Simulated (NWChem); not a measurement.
The numbers come from NWChem runs, not from measurements. System: C$_{3}$H$_{3}$N$_{2}$, charge 0, spin multiplicity 2, displaced from the optimised geometry. The structure started from a generated list of species. Its SCF solution wasn't tested for a lower state.

Job file:

```
start mol
memory heap 200 mb stack 900 mb global 1100 mb
geometry units angstroms nocenter noautoz
  C     -0.309286    -1.220670     0.000000
  C      0.990202    -0.694786     0.000000
  N      0.796459     0.675551     0.000000
  N     -0.508334     1.043269     0.000000
  C     -1.215779    -0.115197     0.000000
  H      1.996389    -1.161396     0.000000
  H      1.521799     1.410794     0.000000
  H     -2.325889    -0.097218     0.000000
  symmetry group Cs
end
basis spherical
  * library def2-svp
end
dft
  xc becke88 perdew86
  odft
  mult 2
  semidirect memsize 60000000 filesize 0
  iterations 100
  convergence nodiis damp 40
end
task dft gradient
```

The output up to the point where the run's verdict is printed (cleaned and shortened):

```
             Northwest Computational Chemistry Package (NWChem) 7.3.0
             --------------------------------------------------------

                                NWChem Input Module
                                -------------------

 Scaling coordinates for geometry "geometry" by  1.889725989
 (inverse scale =  0.529177249)

 Turning off AUTOSYM since
 SYMMETRY directive was detected!

                             Geometry "geometry" -> ""
                             -------------------------

 Output coordinates in angstroms (scale by  1.889725989 to convert to a.u.)

  No.       Tag          Charge          X              Y              Z
 ---- ---------------- ---------- -------------- -------------- --------------
    1 C                    6.0000    -0.30928600    -1.22067000     0.00000000
    2 C                    6.0000     0.99020200    -0.69478600     0.00000000
    3 N                    7.0000     0.79645900     0.67555100     0.00000000
    4 N                    7.0000    -0.50833400     1.04326900     0.00000000
    5 C                    6.0000    -1.21577900    -0.11519700     0.00000000
    6 H                    1.0000     1.99638900    -1.16139600     0.00000000
    7 H                    1.0000     1.52179900     1.41079400     0.00000000
    8 H                    1.0000    -2.32588900    -0.09721800     0.00000000

 Effective nuclear repulsion energy (a.u.)     152.0265879125

            Nuclear Dipole moment (a.u.)
            ----------------------------
        X                 Y               Z
 ---------------- ---------------- ----------------
    -0.0000075589     0.0000037795     0.0000000000

      Symmetry information
      --------------------

 Group name             Cs
 Group number              2
 Group order               2
 No. of unique centers     8

      Symmetry unique atoms

     1    2    3    4    5    6    7    8


 Summary of "ao basis" -> "" (spherical)
 ------------------------------------------------------------------------------
       Tag                 Description            Shells   Functions and Types
[...]
 d= 0,ls=0.5         73   -172.9850785747 -3.83D+00  1.92D-01              13.1
                                                     1.37D-01
 d= 0,ls=0.5         74   -169.1563064386  3.83D+00  1.92D-01              13.3
                                                     1.37D-01
 d= 0,ls=0.5         75   -172.9850785740 -3.83D+00  1.92D-01              13.5
                                                     1.37D-01
 d= 0,ls=0.5         76   -169.1563064384  3.83D+00  1.92D-01              13.6
                                                     1.37D-01
 d= 0,ls=0.5         77   -172.9850785737 -3.83D+00  1.92D-01              13.8
                                                     1.37D-01
 d= 0,ls=0.5         78   -169.1563064383  3.83D+00  1.92D-01              14.0
                                                     1.37D-01
 d= 0,ls=0.5         79   -172.9850785734 -3.83D+00  1.92D-01              14.2
                                                     1.37D-01
 d= 0,ls=0.5         80   -169.1563064383  3.83D+00  1.92D-01              14.4
                                                     1.37D-01
 d= 0,ls=0.5         81   -172.9850785733 -3.83D+00  1.92D-01              14.6
                                                     1.37D-01
 d= 0,ls=0.5         82   -169.1563064382  3.83D+00  1.92D-01              14.7
                                                     1.37D-01
 d= 0,ls=0.5         83   -172.9850785733 -3.83D+00  1.92D-01              14.9
                                                     1.37D-01
 d= 0,ls=0.5         84   -169.1563064382  3.83D+00  1.92D-01              15.1
                                                     1.37D-01
 d= 0,ls=0.5         85   -172.9850785732 -3.83D+00  1.92D-01              15.3
                                                     1.37D-01
 d= 0,ls=0.5         86   -169.1563064382  3.83D+00  1.92D-01              15.4
                                                     1.37D-01
 d= 0,ls=0.5         87   -172.9850785732 -3.83D+00  1.92D-01              15.6
                                                     1.37D-01
 d= 0,ls=0.5         88   -169.1563064382  3.83D+00  1.92D-01              15.8
                                                     1.37D-01
 d= 0,ls=0.5         89   -172.9850785732 -3.83D+00  1.92D-01              16.0
                                                     1.37D-01
 d= 0,ls=0.5         90   -169.1563064382  3.83D+00  1.92D-01              16.2
                                                     1.37D-01
 d= 0,ls=0.5         91   -172.9850785732 -3.83D+00  1.92D-01              16.3
                                                     1.37D-01
 d= 0,ls=0.5         92   -169.1563064382  3.83D+00  1.92D-01              16.5
                                                     1.37D-01
 d= 0,ls=0.5         93   -172.9850785732 -3.83D+00  1.92D-01              16.7
                                                     1.37D-01
 d= 0,ls=0.5         94   -169.1563064382  3.83D+00  1.92D-01              16.9
                                                     1.37D-01
 d= 0,ls=0.5         95   -172.9850785732 -3.83D+00  1.92D-01              17.0
                                                     1.37D-01
 d= 0,ls=0.5         96   -169.1563064382  3.83D+00  1.92D-01              17.2
                                                     1.37D-01
 d= 0,ls=0.5         97   -172.9850785732 -3.83D+00  1.92D-01              17.4
                                                     1.37D-01
 d= 0,ls=0.5         98   -169.1563064382  3.83D+00  1.92D-01              17.6
                                                     1.37D-01
 d= 0,ls=0.5         99   -172.9850785732 -3.83D+00  1.92D-01              17.7
                                                     1.37D-01
 d= 0,ls=0.5        100   -169.1563064382  3.83D+00  1.92D-01              17.9
                                                     1.37D-01
```

Convergence was not reached. The next line reads: Calculation failed to converge. NWChem stopped with the message: dft gradient failed.
